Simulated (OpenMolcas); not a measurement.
## Levels of Tl²⁺ by method

```
Program             : OpenMolcas 26.06
Basis               : ANO-R1 [7s6p4d2f]
Scalar Hamiltonian  : X2C, finite nucleus
Active space        : 1 electron in 4 orbitals (6s 6p)
State averaging     : 2S+1 = 2 even, 1 root; 2S+1 = 2 odd, 3 roots
Spin-orbit coupling : RASSI with atomic mean-field integrals over the reference wave functions, term energies averaged over their components
```

Methods on the same reference wave functions:
A. CASSCF
B. SS-CASPT2, IPEA 0.25 Eh, imaginary shift 0.1 Eh (closed shells correlated: 5d)

Energies in cm⁻¹ above 6s ²S_1/2, the measured ground level; measured values from Moore, Atomic Energy Levels, vol. III, NSRDS-NBS 35 (1971 reprint of NBS Circular 467, 1958).

| Level | A | B | Measured |
| --- | --- | --- | --- |
| 6s ²S_1/2 | 0.0 | 0.0 | 0.0 |
| 6p ²P°_1/2 | 65393 | 68840 | 64157 |
| 6p ²P°_3/2 | 78920 | 82368 | 78970 |

Deviations, from unrounded energies. A percentage is the sum of absolute deviations over the sum of measured energies, with the sign that they share, or ± where signs differ.

```json
{"Against measurement": "mean absolute deviation (cm-1)", "Levels": "2", "A": "640", "B": "4000"}
{"Against measurement": "other configurations (%)", "Levels": "2", "A": "±0.9", "B": "+5.6"}
```

A lies closest to measurement on these levels. The largest miss of A in the table is 6p ²P°_1/2, by +1200 cm-1. The ranking rests on the paired levels alone, and a cruder setting can come out closer through cancelling errors.

The lowest spin-free term lies below A's lowest term by 0.281 hartree in B.

Spin-orbit splittings of 6p shells tend to come out small when the coupling is added on scalar orbitals. With one active electron the reference holds no correlation, so core polarisation is missing (holds for A). With one active electron, CASPT2 adds the correlation within the correlated inactive shells and between them and that electron, and leaves the splitting within a term as the reference gives it (holds for B). Measured partners are found by configuration, term and J. A level has none where our copy of the source lacks it or the pairing is in doubt (some pairs that miss far off the trend of their configuration count as doubtful), and it then counts in no deviation. Levels of configurations outside the active space are missing.

° marks odd parity.
